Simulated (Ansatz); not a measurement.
Consider the formal hydrolysis of a C–Te bond: `N[SiH2]C(F)[TeH]` + H₂O → `N[SiH2]C(O)F` + H₂Te.

Gas-phase electronic energies from Ansatz, PBE0-D4/def2-TZVP geometries. CCSD(T)/CBS is the MP2 limit (def2-TZVPP, def2-QZVPP) plus CCSD(T) − MP2 in def2-TZVPP, frozen cores. This one scheme is used for every species. Functionals use def2-TZVPP. B3LYP here is the variant with VWN-RPA as its local correlation; programs differ in this. def2 core potentials past Kr. For Te outer-core shells are correlated without core-valence functions, which leaves a few kJ/mol of doubt a bond. Each species was taken in one conformer, which may not be the lowest.

(1) Is it downhill or uphill in electronic energy at CCSD(T)/CBS, and by how much? (Estimate.)

(2) What do these levels give: r2SCAN-D4, B3LYP-D4, PBE0, HF/def2-QZVPP, SCS-MP2/def2-QZVPP, MP2/CBS(def2)? (Estimate.)

Largest T1 diagnostic among the species: 0.012.

Answers

(1) Computed: Uphill: ΔE = +31.5 kJ/mol.

(2) The calculation gave: r2SCAN-D4 13.9, B3LYP-D4 16.6, PBE0 10.5, HF/def2-QZVPP -1.0, SCS-MP2/def2-QZVPP 31.0, MP2/CBS(def2) 43.7 kJ/mol.

The D4 term adds +10.5 kJ/mol with B3LYP and +5.7 kJ/mol with PBE0; it sums over pairs of atoms, weighted by their polarisabilities, and B3LYP, whose exchange is more repulsive, gets the larger term. In def2-TZVPP, CCSD(T) changes the Hartree–Fock value by +21.6 kJ/mol (the triples alone add +3.4 kJ/mol) and MP2 by +33.8 kJ/mol.
